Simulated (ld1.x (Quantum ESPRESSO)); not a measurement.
# An all-electron radial function and its pseudo partner (ruthenium (Ru))

Columns: radius, all-electron u(r) and pseudo u(r) of the 5p shell (level -6.01 eV) of ruthenium in the configuration [Kr] 4d7 5s0 5p0; PBEsol, scalar-relativistic, TM scheme, ld1.x (Quantum ESPRESSO) 7.5.

```tsv
r (bohr)	all-electron	pseudo
0.135	0.0269	-0.0018
0.270	-0.1394	-0.0073
0.405	-0.0767	-0.0164
0.540	0.0691	-0.0289
0.675	0.1829	-0.0447
0.810	0.2332	-0.0636
0.945	0.2263	-0.0853
1.080	0.1795	-0.1098
1.215	0.1095	-0.1370
1.350	0.0289	-0.1668
1.485	-0.0540	-0.1992
1.620	-0.1342	-0.2344
1.755	-0.2086	-0.2720
1.890	-0.2757	-0.3117
2.025	-0.3348	-0.3525
2.160	-0.3859	-0.3929
2.295	-0.4292	-0.4312
2.430	-0.4650	-0.4653
2.565	-0.4939	-0.4940
2.700	-0.5165	-0.5165
2.835	-0.5332	-0.5332
2.970	-0.5448	-0.5448
3.105	-0.5517	-0.5517
3.240	-0.5547	-0.5547
3.375	-0.5542	-0.5542
3.510	-0.5506	-0.5506
```

Question: How many radial nodes do the two functions have?

Answer: The all-electron 5p function has n − l − 1 = 3; the pseudo-wave has 0, since the states of the same l below it are removed with the core.

Question: At about which radius was the pseudo-wave matched?

Answer: 2.70 bohr. The columns agree to 0.0005 from 2.43 bohr on; several derivatives are matched, so the curves merge somewhat inside the radius.

Question: Where does each function peak?

Answer: Outermost all-electron maximum near 3.24 bohr, pseudo maximum near 3.24 bohr (to the table’s step).

Question: Is the pseudo-wave norm-conserving?

Answer: Yes: the TM scheme keeps the norm inside the radius equal to the all-electron one, which fixes the energy derivative of the logarithmic derivative at the level.
